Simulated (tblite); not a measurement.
A geometry optimisation, step by step.

Species: C5H7AlS.
Bonds: C1–Al2, Al2–C3, C3–C4 (aromatic), C4–C5 (aromatic), C5–C6 (aromatic), C6–S7 (aromatic), C3–S7 (aromatic). Hydrogens: H8, H9, H10 on C1; H11 on Al2; H12 on C4; H13 on C5; H14 on C6.

Computed with GFN2-xTB (tblite), gas phase: L-BFGS steps from a force-field or distance-geometry start until the largest atomic force falls under 0.01 eV/Å. 9 of its 55 geometries are shown.

Step 0: E = -503.6644 eV, largest atomic force 4.709 eV/Å
```
atom  x, y, z in Å  |  force x, y, z in eV/Å
C1     -3.020   -0.599   -0.270   -0.794   1.262   0.281
Al2    -1.562    0.755   -0.113   -0.221  -0.236  -0.778
C3      0.319    0.136   -0.165    0.227  -1.915  -0.132
C4      1.438    0.895   -0.080   -2.308   2.955   0.496
C5      2.635    0.295   -0.130    4.645  -0.753  -0.172
C6      2.714   -1.052   -0.305   -2.523   0.206   0.046
S7      0.923   -1.596   -0.383    1.646   1.338   0.190
H8     -3.987   -0.013   -0.167    0.660  -0.472  -0.119
H9     -3.074   -1.061   -1.267    0.096  -0.242   0.552
H10    -3.037   -1.302    0.569    0.005  -0.348  -0.438
H11    -1.894    2.296   -0.329    0.306  -0.370   0.287
H12     1.339    1.998    0.067    0.066  -0.826  -0.137
H13     3.583    0.895   -0.050   -0.879  -0.591  -0.075
H14     3.621   -1.649   -0.374   -0.927  -0.009  -0.003
```

Step 7: E = -504.4283 eV, largest atomic force 0.319 eV/Å
```
atom  x, y, z in Å  |  force x, y, z in eV/Å
C1     -3.051   -0.541   -0.247   -0.014  -0.136  -0.069
Al2    -1.510    0.697   -0.222   -0.218  -0.071   0.085
C3      0.368    0.077   -0.169    0.062   0.070  -0.053
C4      1.426    0.951   -0.058    0.178  -0.032  -0.047
C5      2.703    0.358   -0.129   -0.086  -0.220   0.007
C6      2.620   -0.989   -0.296    0.039  -0.060   0.002
S7      1.000   -1.554   -0.372   -0.017   0.317   0.035
H8     -4.014   -0.020   -0.169    0.056  -0.053   0.012
H9     -3.064   -1.086   -1.199   -0.073   0.010  -0.090
H10    -3.034   -1.328    0.515   -0.008   0.091   0.085
H11    -1.810    2.226   -0.284    0.299  -0.102   0.009
H12     1.300    2.011    0.068   -0.166   0.184   0.032
H13     3.636    0.887   -0.054   -0.033   0.043  -0.004
H14     3.429   -1.689   -0.380   -0.020  -0.042  -0.004
```

Step 14: E = -504.4726 eV, largest atomic force 0.188 eV/Å
```
atom  x, y, z in Å  |  force x, y, z in eV/Å
C1     -3.065   -0.569   -0.264   -0.019   0.015   0.001
Al2    -1.519    0.660   -0.214    0.008   0.058  -0.042
C3      0.377    0.121   -0.182   -0.082  -0.152   0.014
C4      1.442    0.981   -0.062   -0.073  -0.040  -0.028
C5      2.705    0.362   -0.127   -0.043  -0.029   0.024
C6      2.608   -0.982   -0.289   -0.048  -0.036  -0.036
S7      0.980   -1.512   -0.373   -0.084   0.049  -0.001
H8     -4.018   -0.037   -0.169   -0.018  -0.001  -0.003
H9     -3.102   -1.113   -1.216   -0.029  -0.061   0.023
H10    -3.039   -1.325    0.529   -0.009  -0.047  -0.019
H11    -1.675    2.196   -0.267    0.063   0.015   0.033
H12     1.280    2.036    0.070    0.071   0.174   0.009
H13     3.636    0.887   -0.054    0.155   0.083   0.014
H14     3.389   -1.708   -0.379    0.108  -0.026   0.013
```

Step 20: E = -504.4787 eV, largest atomic force 0.033 eV/Å
```
atom  x, y, z in Å  |  force x, y, z in eV/Å
C1     -3.071   -0.575   -0.268   -0.012   0.002  -0.008
Al2    -1.524    0.662   -0.221    0.027  -0.005  -0.009
C3      0.371    0.122   -0.179    0.000   0.006  -0.011
C4      1.437    0.986   -0.065    0.001  -0.005   0.011
C5      2.700    0.363   -0.125    0.002   0.008  -0.012
C6      2.603   -0.982   -0.293    0.000   0.000   0.009
S7      0.972   -1.508   -0.376    0.007   0.007   0.006
H8     -4.024   -0.042   -0.170   -0.021  -0.007   0.003
H9     -3.118   -1.132   -1.212   -0.005  -0.007  -0.014
H10    -3.042   -1.331    0.525    0.009   0.010   0.014
H11    -1.633    2.202   -0.256   -0.003   0.020   0.019
H12     1.297    2.049    0.067   -0.002  -0.031  -0.012
H13     3.637    0.888   -0.052   -0.008   0.000   0.005
H14     3.393   -1.703   -0.374    0.004   0.003   0.001
```

Step 27: E = -504.4794 eV, largest atomic force 0.029 eV/Å
```
atom  x, y, z in Å  |  force x, y, z in eV/Å
C1     -3.076   -0.572   -0.274    0.004   0.012   0.000
Al2    -1.524    0.665   -0.227    0.003  -0.005   0.017
C3      0.372    0.119   -0.185   -0.009   0.013   0.001
C4      1.437    0.982   -0.066   -0.013   0.011  -0.020
C5      2.702    0.363   -0.126   -0.011   0.010   0.014
C6      2.606   -0.983   -0.290    0.007   0.005  -0.001
S7      0.975   -1.510   -0.373    0.020  -0.006  -0.009
H8     -4.035   -0.051   -0.171    0.002   0.008  -0.010
H9     -3.125   -1.137   -1.213    0.000  -0.002   0.011
H10    -3.035   -1.321    0.528    0.016   0.003  -0.010
H11    -1.628    2.208   -0.239    0.003  -0.012   0.007
H12     1.295    2.046    0.061    0.000  -0.015  -0.005
H13     3.637    0.892   -0.049   -0.021  -0.020  -0.004
H14     3.397   -1.702   -0.372   -0.002  -0.002   0.008
```

Step 34: E = -504.4798 eV, largest atomic force 0.029 eV/Å
```
atom  x, y, z in Å  |  force x, y, z in eV/Å
C1     -3.078   -0.567   -0.278    0.013  -0.003   0.001
Al2    -1.524    0.665   -0.226   -0.015   0.008  -0.006
C3      0.370    0.114   -0.192    0.001   0.009  -0.002
C4      1.433    0.981   -0.072    0.003   0.003  -0.004
C5      2.699    0.363   -0.125    0.009   0.002   0.001
C6      2.608   -0.983   -0.288   -0.008   0.000  -0.002
S7      0.979   -1.513   -0.377    0.003  -0.028  -0.006
H8     -4.040   -0.051   -0.174    0.019  -0.006   0.004
H9     -3.127   -1.141   -1.212    0.005   0.007   0.000
H10    -3.023   -1.310    0.528   -0.017   0.002   0.000
H11    -1.622    2.207   -0.221    0.007  -0.001   0.010
H12     1.290    2.044    0.053   -0.007  -0.009  -0.006
H13     3.633    0.892   -0.047   -0.004   0.006   0.001
H14     3.402   -1.701   -0.365   -0.009   0.009   0.009
```

Step 40: E = -504.4804 eV, largest atomic force 0.027 eV/Å
```
atom  x, y, z in Å  |  force x, y, z in eV/Å
C1     -3.074   -0.564   -0.281   -0.010  -0.005   0.007
Al2    -1.522    0.667   -0.227    0.007   0.000   0.010
C3      0.367    0.106   -0.206    0.007  -0.017  -0.020
C4      1.426    0.976   -0.083   -0.002  -0.003  -0.002
C5      2.694    0.364   -0.126   -0.006  -0.004  -0.005
C6      2.608   -0.983   -0.286    0.011  -0.003   0.013
S7      0.981   -1.521   -0.384    0.001   0.013   0.007
H8     -4.035   -0.050   -0.177   -0.009   0.009  -0.006
H9     -3.123   -1.141   -1.212    0.004  -0.001   0.001
H10    -3.018   -1.302    0.530   -0.006  -0.017  -0.002
H11    -1.609    2.208   -0.190    0.000   0.017   0.002
H12     1.275    2.038    0.037   -0.005   0.019   0.000
H13     3.626    0.896   -0.044    0.002   0.005   0.002
H14     3.405   -1.697   -0.348    0.007  -0.015  -0.008
```

Step 47: E = -504.4808 eV, largest atomic force 0.020 eV/Å
```
atom  x, y, z in Å  |  force x, y, z in eV/Å
C1     -3.073   -0.562   -0.279   -0.005   0.001   0.002
Al2    -1.521    0.669   -0.223    0.007  -0.006   0.002
C3      0.366    0.100   -0.221   -0.001  -0.010   0.003
C4      1.421    0.974   -0.092    0.000  -0.008  -0.005
C5      2.692    0.365   -0.127   -0.002  -0.002   0.004
C6      2.610   -0.983   -0.280    0.003   0.003  -0.004
S7      0.986   -1.526   -0.387   -0.007   0.019   0.001
H8     -4.034   -0.046   -0.180   -0.010  -0.003   0.000
H9     -3.117   -1.140   -1.211    0.004   0.008  -0.004
H10    -3.022   -1.303    0.529   -0.009   0.001   0.002
H11    -1.601    2.212   -0.170   -0.001  -0.009   0.002
H12     1.265    2.036    0.025    0.006   0.002  -0.007
H13     3.621    0.901   -0.041    0.007   0.002   0.002
H14     3.408   -1.698   -0.340    0.008   0.002   0.002
```

Step 54: E = -504.4811 eV, largest atomic force 0.010 eV/Å
```
atom  x, y, z in Å  |  force x, y, z in eV/Å
C1     -3.078   -0.559   -0.276    0.001   0.001  -0.002
Al2    -1.520    0.666   -0.216   -0.004   0.002   0.002
C3      0.366    0.095   -0.233   -0.001   0.008   0.004
C4      1.419    0.972   -0.103    0.001   0.003   0.002
C5      2.691    0.366   -0.127    0.004   0.004  -0.006
C6      2.614   -0.983   -0.277    0.001   0.001   0.000
S7      0.991   -1.529   -0.389    0.007  -0.007   0.001
H8     -4.042   -0.046   -0.185    0.004   0.003  -0.003
H9     -3.109   -1.131   -1.212   -0.007  -0.003   0.001
H10    -3.035   -1.304    0.529   -0.004   0.000  -0.002
H11    -1.593    2.208   -0.148   -0.001  -0.004   0.003
H12     1.262    2.035    0.006   -0.001  -0.006   0.001
H13     3.619    0.904   -0.036    0.001  -0.003  -0.004
H14     3.414   -1.695   -0.330   -0.001   0.001   0.003
```

Q: Summarise the path.

A: The energy falls by 78.80 kJ/mol from step 0 to step 54; nine tenths of that is first reached at step 5. It falls at every step. The largest force goes from 4.709 to 0.010 eV/Å. Among the bonds C6–S7 changes most, from 1.873 to 1.716 Å; the atoms move by 0.141 Å rms after alignment.

What follows is the cost of the whole relaxation. The run took 0.59 s of wall time on an Arm Neoverse N1 with one thread, no GPU, shared host with 64 logical CPUs at a one-minute load of 56.
